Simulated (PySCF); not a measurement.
# From computed data to an observable: dipole moment from atomic charges

Ge(H)3(Me) (CH₆Ge), SMILES [CH3][GeH3]. Atoms are numbered in the order given.

```xyz
8

Ge     0.0000     0.0000    -0.3912
C      0.0000     0.0000     1.5746
H      1.2509    -0.7222    -0.9271
H      0.0000     1.4444    -0.9271
H     -1.2509    -0.7222    -0.9271
H      0.0000    -1.0225     1.9508
H     -0.8855     0.5113     1.9508
H      0.8855     0.5113     1.9508
```
Charge 0, spin multiplicity 1.

Geometry: B3LYP-D3(BJ)/def2-TZVP.

Charges (e) from PySCF with ωB97X/def2-TZVPD:

```tsv
atom	ESP fit	IAO
Ge1	0.379	0.536
C2	-0.518	-0.679
H3	-0.096	-0.106
H4	-0.096	-0.106
H5	-0.096	-0.106
H6	0.143	0.154
H7	0.142	0.154
H8	0.142	0.154
```

The dipole moment of the full density is 0.68 D.

Q: What dipole moment does each set of point charges give, and which comes closer to that of the density?

A: 
μ = Σ q r, and 1 e Å = 4.8032 D.
ESP fit: Σ q r = (0.000, -0.001, 0.136) e Å, |μ| = 0.65 D.
IAO: Σ q r = (0.000, 0.000, -0.083) e Å, |μ| = 0.40 D.
ESP fit comes closer in size. Point charges leave out the atoms' own dipoles (lone pairs, polarised bonds); fits to the potential absorb them, partitions of the density don't.
